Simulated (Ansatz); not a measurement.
CH2InNO. The species carries charge 0 and has multiplicity 1. In takes the def2 core potential. All single points use the PBE0-D4/def2-TZVP geometry.

```xyz
6

C    -0.207   -0.010    1.068
N    -1.016    0.704    0.353
In    0.073    0.146   -1.299
O     0.802   -0.689    0.579
H    -0.350   -0.072    2.155
H     0.698   -0.080   -2.856
```

Problem. What is the dipole moment at B3LYP/def2-TZVPP? (Estimate.)

Solution. The calculation gave: 3.30 D, with components (0.63, 0.03, -3.24) D in this frame, pointing from negative to positive charge.

Problem. And with PBE, r2SCAN, ωB97M-V? (Best estimate.)

Solution. Ansatz gave: PBE 3.12 D, r2SCAN 3.27 D, ωB97M-V 3.59 D.

Problem. Give the Mulliken charges with B3LYP, PBE, ωB97M-V in def2-TZVPP. (Best estimate.)

Solution. Ansatz gave: 
```csv
atom,B3LYP,PBE,ωB97M-V
C1,0.17,0.13,0.19
N2,-0.44,-0.38,-0.47
In3,0.70,0.62,0.67
O4,-0.48,-0.41,-0.49
H5,0.10,0.08,0.11
H6,-0.05,-0.04,-0.01
```

B3LYP here is the variant with VWN-RPA as its local correlation; programs differ in this.
